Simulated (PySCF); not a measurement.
```xyz
4
charge 0 multiplicity 1, angstrom
W     0.0000    0.0000    0.0000
O     1.7292    0.0000    0.0000
O    -0.8646    1.4975    0.0000
O    -0.8646   -1.4975    0.0000
```

Computed with PBE0 in PySCF with W def2-TZVP with ECP60, O def2-TZVP; scalar-relativistic core potentials, no spin–orbit coupling; density-fitted integrals.

This geometry of WO3 is a stationary point at this level.

What is the point group?

D3h.

Is it a minimum?

No: it has 1 imaginary mode, at 241i cm⁻¹ (a2'').

List the harmonic modes with their infrared intensities.


| symmetry | ω (cm⁻¹) | IR (km/mol, summed over degenerate members) |
| --- | --- | --- |
| a2'' | 241i | – |
| e' | 300 | 3.8 |
| e' | 965 | 553 |
| a1' | 1023 | 0.0 |

What are the dipole moment and the gap between the highest occupied and lowest empty levels?

0.00 D and 3.49 eV.

Give the atomic charges and bond orders.


```csv
atom,Mulliken,Löwdin,polar tensor,Mayer order to W1
W1,1.54,0.98,2.73,–
"O2,3,4",-0.51,-0.33,-0.91,1.98
```

In D3h the vibrations span a2'' + 2e' + a1'. The a1' mode carries no infrared intensity, as symmetry demands.

Only a few start shapes were tried, so a lower isomer may exist. At this level a singlet minimum of C3v symmetry lies 72 kJ/mol below this structure. Spin–orbit coupling, left out here, can matter for elements this heavy.
